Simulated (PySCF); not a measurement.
Ligands exchanged one at a time, Ga F-NH2. Gas-phase values, no solvent. One relaxed conformer stands for each flexible species; it need not be the lowest. Strings in code marks are SMILES.

The numbers are results of PBE-D3(BJ)/def2-TZVP // PBE0-D4/def2-TZVP run with PySCF, not measurements. Excitations are Tamm–Dancoff values on a coarser integration grid. The basis has no diffuse functions, so Rydberg states are missing or too high.

| species | S1 excitation (TDA) (eV) | LUMO (eV) | T1 excitation (TDA) (eV) | HOMO–LUMO gap (eV) | S1 oscillator strength |
|---|---|---|---|---|---|
| 0 of 3 F replaced by NH2 (`[F][Ga]([F])[F]`) | 6.43 | -3.36 | 6.11 | 6.29 | 0.000 |
| 1 of 3 F replaced by NH2 | 4.99 | -2.12 | 4.47 | 4.73 | 0.029 |
| 2 of 3 F replaced by NH2 | 4.87 | -1.22 | 4.44 | 4.65 | 0.009 |
| 3 of 3 F replaced by NH2 (`[NH2][Ga]([NH2])[NH2]`) | 4.77 | -0.67 | 4.44 | 4.60 | 0.006 |
